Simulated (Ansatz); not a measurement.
Reaction (ligand exchange at the Si–O bond): `[SiH3][O][Sn][O][SiH3]` + `CC(C)=N` → `CC(C)=N[SiH3]` + `[OH][Sn][O][SiH3]`

Gas-phase electronic energies from Ansatz, PBE0-D4/def2-TZVP geometries. CCSD(T)/CBS is the MP2 limit (def2-TZVPP, def2-QZVPP) plus CCSD(T) − MP2 in def2-TZVPP, frozen cores. DFT in def2-TZVPP. B3LYP here is the variant with VWN-RPA as its local correlation; programs differ in this. def2 core potentials past Kr. For Sn outer-core shells are correlated without core-valence functions, which leaves a few kJ/mol of doubt a bond. One conformer a species, not always the lowest.

(1) Is it downhill or uphill in electronic energy at CCSD(T)/CBS, and by how much? (Best estimate.)

(2) What do these levels give: PBE-D4, r2SCAN-D4, B3LYP-D4, ωB97X-V, PBE, r2SCAN, PBE0, MP2/def2-TZVPP, SCS-MP2/def2-TZVPP, MP2/def2-QZVPP, SCS-MP2/def2-QZVPP, MP2/CBS(def2)? (An estimate is asked.)

Largest T1 diagnostic among the species: 0.016.

Answers

(1) Computed: Uphill: ΔE = +0.81 eV.

(2) Computed: PBE-D4 0.66, r2SCAN-D4 0.73, B3LYP-D4 0.79, ωB97X-V 0.78, PBE 0.65, r2SCAN 0.73, PBE0 0.72, MP2/def2-TZVPP 0.80, SCS-MP2/def2-TZVPP 0.84, MP2/def2-QZVPP 0.79, SCS-MP2/def2-QZVPP 0.84, MP2/CBS(def2) 0.79 eV.

In def2-TZVPP, CCSD(T) changes the Hartree–Fock value by −0.14 eV (the triples alone add −0.03 eV) and MP2 by −0.17 eV. From PBE to PBE0 (25 % exact exchange), in def2-TZVPP and without D4, ΔE moves by +0.07 eV.
